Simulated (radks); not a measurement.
Numerical settings for neutral tellurium, [Kr] 4d10 5s2 5p4. Calculated with a radial shooting solver on a logarithmic mesh with Libxc functionals: Dirac Kohn-Sham, PBE, spin-unpolarised, spherical densities, finite nucleus; open shells fill j = l - 1/2 first; Fermi nuclear charge, rms radius 4.7423 fm. The defaults (mesh step 0.008 in ln r, mesh end at 40 bohr or more with all orbitals vanishing there, Anderson mixing 0.5 over 9 steps, residual threshold near 1e-9 with the energy settled to 1e-9 hartree or 1e-11 of itself, here a cap of 70 iterations) give E = -6796.6132 hartree and 5p3/2 at -5.622 eV in 13 iterations. Run on one thread of a shared host, so times are rough (Arm Neoverse V2): 0.11 s of CPU time, 0.11 s wall, 13 iterations on 2437 mesh points. Changes against that run (0 stands for a change within the tolerance of the run):

setting,iterations,converged,E (mhartree),e(5p3/2) (meV),CPU (s)
mesh step in ln r 0.02,13,yes,+0.000432,0,0.05
mesh step in ln r 0.12,2,no,diverged,-,0.01
mesh step in ln r 0.005,14,yes,0,0,0.18
mesh end (bohr) 5,13,yes,+127,+2.54e+03,0.1
mesh end (bohr) 20,13,yes,0,0,0.11
residual threshold 0.01,9,yes,0,-0.0117,0.09
residual threshold 1e-16,70,no,0,0,0.29
mixing 1,13,yes,0,0,0.11
"linear mixing, mixing 0.8",50,yes,0,0,0.32
"linear mixing, mixing 0.05",70,no,+0.0369,-90.8,0.49
mixing history 20,14,yes,0,0,0.12
iteration cap 5,5,no,+0.0554,+89.7,0.05

Settings that end as converged yet miss the energy by more than 1 mhartree: mesh end (bohr) 5 (+0.127 hartree). A mesh that ends early acts as a hard wall.
